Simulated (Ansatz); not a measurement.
Geometry optimisation, Ansatz 0.2.0, DFT PBEsol, scalar-relativistic, plane waves, PAW.

Input:

```yaml
crystal:
  lattice:
    - [12.15, 0.0, 0.0]
    - [0.0, 5.727565, 0.0]
    - [0.0, 0.0, 13.863782]
  atoms:
    - { symbol: Al, position: [0.0, 0.0, 0.0721304] }
    - { symbol: Al, position: [0.3333333, 0.0, 0.0721304] }
    - { symbol: Al, position: [0.6666667, 0.0, 0.0721304] }
    - { symbol: Al, position: [0.0, 0.5, 0.0721304] }
    - { symbol: Al, position: [0.3333333, 0.5, 0.0721304] }
    - { symbol: Al, position: [0.6666667, 0.5, 0.0721304] }
    - { symbol: Al, position: [0.1666667, 0.25, 0.1754133] }
    - { symbol: Al, position: [0.5, 0.25, 0.1754133] }
    - { symbol: Al, position: [0.8333333, 0.25, 0.1754133] }
    - { symbol: Al, position: [0.1666667, 0.75, 0.1754133] }
    - { symbol: Al, position: [0.5, 0.75, 0.1754133] }
    - { symbol: Al, position: [0.8333333, 0.75, 0.1754133] }
    - { symbol: Al, position: [0.0, 0.0, 0.2786961] }
    - { symbol: Al, position: [0.3333333, 0.0, 0.2786961] }
    - { symbol: Al, position: [0.6666667, 0.0, 0.2786961] }
    - { symbol: Al, position: [0.0, 0.5, 0.2786961] }
    - { symbol: Al, position: [0.3333333, 0.5, 0.2786961] }
    - { symbol: Al, position: [0.6666667, 0.5, 0.2786961] }
    - { symbol: "N", position: [0.2173076, 0.838781, 0.3515478] }
basis:
  ecutwfc: 420.0
kpoints:
  mp_grid: { grid: [2, 4, 1] }
hamiltonian:
  xc: pbesol
scf:
  occupations: { method: gaussian, width: 0.1 }
  lower_state_search: "off"
relax:
  f_tol: 0.03
  max_steps: 60
  adjacent_minimum: "off"
  constraints: [{ sites: [0, 1, 2, 3, 4, 5] }]
```

Run as:

```bash
$ ansatz run input.yaml --threads 2 --pin off --max-ram 5120MiB --backend cpu --events-out ev --progress --plain --runs-dir out
```

Question: Where does it end, and by what steps?

Answer: The forces met the threshold. Limits of this set-up: coarse k mesh, thin slab, slab without dipole correction, odd electron count without spin, a typed lattice constant that wasn't relaxed here. After 9 steps the energy has fallen by 2.603 eV; N19 moved furthest, 1.08 Å. Joined: Al10–N19 (2.57 → 1.87 Å), Al17–N19 (2.60 → 1.82 Å).

```
step  energy less start (eV)  largest force component (eV/Å)  accepted
   0                  0.0000                           3.114       yes
   1                 -0.7791                           2.858       yes
   2                 -1.5195                           2.300       yes
   3                 -2.0852                           1.157       yes
   4                 -2.3581                           0.874       yes
   5                 -2.5059                           0.556       yes
   6                 -2.5892                           0.207       yes
   7                 -2.5997                           0.061       yes
   8                 -2.6020                           0.051       yes
   9                 -2.6033                           0.006       yes
```

```xyz
19
Lattice="12.1500 0.0000 0.0000 0.0000 5.7276 0.0000 0.0000 0.0000 13.8638" Properties=species:S:1:pos:R:3
Al 0.000 0.000 1.000
Al 4.050 0.000 1.000
Al 8.100 0.000 1.000
Al 0.000 2.864 1.000
Al 4.050 2.864 1.000
Al 8.100 2.864 1.000
Al 2.034 1.430 2.317
Al 6.048 1.430 2.307
Al 10.115 1.429 2.403
Al 2.084 4.293 2.747
Al 6.072 4.294 2.284
Al 10.054 4.293 2.485
Al -0.057 0.004 3.846
Al 4.128 0.147 3.877
Al 8.002 -0.011 3.831
Al -0.056 2.850 3.845
Al 4.128 2.712 3.878
Al 8.002 2.867 3.831
N 3.288 4.294 4.182
```

Whether the end is a true minimum wasn't checked by a vibrational analysis.

Time of the run: 45 s on 2 threads of AMD EPYC 9R14 (Zen 4), on a shared host, peak memory 1.1 GiB.
